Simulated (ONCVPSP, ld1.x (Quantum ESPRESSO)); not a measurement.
Potentials for Co compared

Generated with ld1.x 7.5 (TM, RRKJ, ultrasoft, PAW), atompaw 4.2 or ONCVPSP 4.0.1. The cutoff is in Ry: for ld1.x and atompaw files where the sum of valence levels is converged to 10 mRy in a Bessel basis, for ONCV files where the hardest occupied wave has 1 mHa per electron of residual kinetic energy. The error is the largest all-electron minus pseudo excitation energy over each file’s own four to seven test configurations (ionisations up to +4, promotions, holes and added fractions of an electron), all of which were solved. The labels leave out finer settings (local radius, basis sizes, second energies), which also bear on the numbers. Spin-polarised tests are not counted. The rows are a selection from randomly drawn settings: files with unsolved tests, undetermined cutoffs or missed reference levels are left out.

A true bound ghost makes a file unfit for plane-wave use even where its test errors are small: the radial tests pick states by their node count and pass the ghost by.

| potential | cutoff (Ry) | largest error (meV) | bound ghosts |
| --- | --- | --- | --- |
| ONCV, PBE, scalar-relativistic, rc 1.15/1.15/0.80 (spd), local smoothed, core correction no, reference 3s2 3p6 3d7 4s1.5, qcut 11.1/12.4/16.2, projectors 2/2/2 | 233 | -0.4 | none |
| ONCV, LDA (Perdew-Zunger), scalar-relativistic, rc 1.20/0.95/1.40 (spd), local smoothed, core correction no, reference 3s2 3p6 3d7, qcut 7.9/13.7/12.1, projectors 3/2/2 | 109 | +36 | none |
| ONCV, PBE, fully relativistic, rc 2.35/2.15/1.70 (spd), local smoothed, core correction no, reference 3d7 4s1.5, qcut 3.1/3.2/7.6, projectors 3/2/1 | 53 | +63 | none |
| ONCV, PBEsol, fully relativistic, rc 2.20/0.95/1.20 (spd), local smoothed, core correction yes, reference 3p6 3d7 4s1.75, qcut 2.4/17.1/12.3, projectors 2/3/2 | 145 | -22 | s |
| ONCV, PBE, fully relativistic, rc 2.25/2.05/1.30 (spd), local smoothed, core correction yes, reference 3d7 4s2, qcut 3.2/3.2/13.5, projectors 2/2/3 | 126 | -950 | none |
| TM semilocal, PBE, scalar-relativistic, rc 2.25/1.10/1.55 (spd), local s, core correction yes, reference 3p6 3d7 4s1.5 4p0 | 110 | -102 | none |
| ONCV, LDA (Perdew-Zunger), scalar-relativistic, rc 0.90/0.70/1.50 (spd), local smoothed, core correction no, reference 3s2 3p6 3d6, qcut 11.8/13.6/10.9, projectors 2/1/2 | 150 | +170 | none |

Fill in the row for Co: ONCV, PBE, scalar-relativistic, rc 1.45/1.00/0.85 (spd), local smoothed, core correction no, reference 3s2 3p6 3d7 4s2, qcut 10.5/16.3/11.2, projectors 2/1/2.

cutoff 457 Ry, largest error -102 meV, bound ghosts: none.

Fill in the row for Co: ONCV, PBE, scalar-relativistic, rc 0.75/0.75/1.00 (spd), local smoothed, core correction no, reference 3s2 3p6 3d7, qcut 8.4/10.9/17.5, projectors 1/2/2.

cutoff 394 Ry, largest error +214 meV, bound ghosts: none.
